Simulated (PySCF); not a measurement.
C6H9Br.
Numbering: `[CH3:1][C:2]([CH3:3])=[C:4]=[C:5]([CH3:6])[Br:7]` (hydrogens: H8, H9, H10 on C1; H11, H12, H13 on C3; H14, H15, H16 on C6)

Computed by this run: PySCF 2.14.0, PBE0-D3(BJ)/def2-SVP geometry optimisation, gas phase; density fitting, grid level 2; the optimiser is geomeTRIC in internal coordinates, started from a GFN2-xTB structure.

Step 0: E = -76385.3527 eV
```
atom  x, y, z in Å  |  force x, y, z in eV/Å
C1     -2.2011   -1.7692   -1.4231    0.362   0.209   0.253
C2     -1.4791   -1.3271   -0.1835   -0.716  -0.447   0.049
C3     -2.2465   -1.4411    1.1014    0.377   0.126  -0.280
C4     -0.2474   -0.9009   -0.2196   -0.052   0.194  -0.022
C5      0.9468   -0.4113   -0.2706    0.793   0.719  -0.082
C6      2.2511   -1.1233   -0.1642   -0.300   0.216  -0.034
Br7     1.1494    1.5236   -0.5207   -0.083  -0.481   0.061
H8     -3.1216   -1.1977   -1.5336   -0.416   0.186  -0.086
H9     -2.4665   -2.8231   -1.3444   -0.163  -0.418   0.002
H10    -1.5876   -1.6245   -2.3080    0.175   0.028  -0.361
H11    -2.5653   -2.4718    1.2554   -0.177  -0.390   0.094
H12    -1.6448   -1.1251    1.9495    0.163   0.102   0.339
H13    -3.1385   -0.8173    1.0502   -0.396   0.209   0.025
H14     2.8369   -0.9737   -1.0713    0.243   0.035  -0.288
H15     2.8258   -0.7333    0.6759    0.240   0.108   0.274
H16     2.0820   -2.1880   -0.0194   -0.052  -0.395   0.055
```

Step 1: E = -76385.4000 eV
```
atom  x, y, z in Å  |  force x, y, z in eV/Å
C1     -2.1955   -1.7733   -1.4300   -0.056  -0.065  -0.041
C2     -1.4805   -1.3313   -0.1855    0.002   0.102  -0.012
C3     -2.2350   -1.4449    1.1079   -0.061  -0.048   0.050
C4     -0.2603   -0.8422   -0.2307    0.111  -0.028   0.005
C5      0.9541   -0.3612   -0.2770   -0.082  -0.261   0.034
C6      2.2366   -1.1196   -0.1635    0.053  -0.042   0.007
Br7     1.1872    1.5144   -0.5156    0.023   0.305  -0.040
H8     -3.1357   -1.2080   -1.5524    0.028  -0.015   0.005
H9     -2.4702   -2.8401   -1.3563    0.000   0.032  -0.011
H10    -1.5830   -1.6305   -2.3298   -0.001  -0.001   0.013
H11    -2.5501   -2.4889    1.2793    0.005   0.031   0.004
H12    -1.6359   -1.1134    1.9659    0.000   0.000  -0.013
H13    -3.1546   -0.8354    1.0667    0.026  -0.021   0.002
H14     2.8463   -0.9881   -1.0723   -0.016  -0.006   0.023
H15     2.8317   -0.7494    0.6872   -0.018  -0.013  -0.021
H16     2.0387   -2.1919   -0.0197   -0.015   0.030  -0.006
```

Problem. Estimate the geometry and energy of step 2. (The exact step hangs on the optimiser's Hessian estimate; all steps are aligned on step 1, rigid shifts and turns removed.)

Solution. E = -76385.4024 eV, largest force 0.098 eV/Å
```
atom  x, y, z in Å  |  force x, y, z in eV/Å
C1     -2.1931   -1.7756   -1.4301    0.006  -0.012  -0.010
C2     -1.4778   -1.3249   -0.1868   -0.030   0.024  -0.005
C3     -2.2320   -1.4466    1.1081    0.005  -0.011   0.013
C4     -0.2573   -0.8348   -0.2321    0.015   0.072  -0.010
C5      0.9552   -0.3507   -0.2782   -0.038  -0.089   0.011
C6      2.2295   -1.1236   -0.1630    0.047   0.075  -0.008
Br7     1.1947    1.5433   -0.5180   -0.011  -0.076   0.008
H8     -3.1343   -1.2140   -1.5536    0.003   0.004   0.002
H9     -2.4650   -2.8420   -1.3541    0.002   0.005   0.005
H10    -1.5813   -1.6333   -2.3300    0.002   0.001   0.000
H11    -2.5409   -2.4915    1.2793    0.006   0.002  -0.003
H12    -1.6334   -1.1125    1.9651    0.001   0.004   0.000
H13    -3.1545   -0.8430    1.0692    0.002   0.000  -0.003
H14     2.8424   -0.9992   -1.0696    0.003  -0.003   0.001
H15     2.8264   -0.7633    0.6895    0.003  -0.004   0.001
H16     2.0150   -2.1921   -0.0217   -0.017   0.008  -0.002
```

The energy changes by -0.0024 eV. The first-order estimate −F·Δx gives -0.0077 eV and the mean of the old and new forces, exact on a quadratic surface, -0.0025 eV. The step makes an angle of 71° with the force vector and moves no atom by more than 0.030 Å.

What follows is the cost of the whole optimisation. Hardware: one thread, Arm Neoverse V2 (aarch64), shared host with 96 logical CPUs at a one-minute load of 66. Cost: 65 s of wall time, 0.84 GiB resident at most.
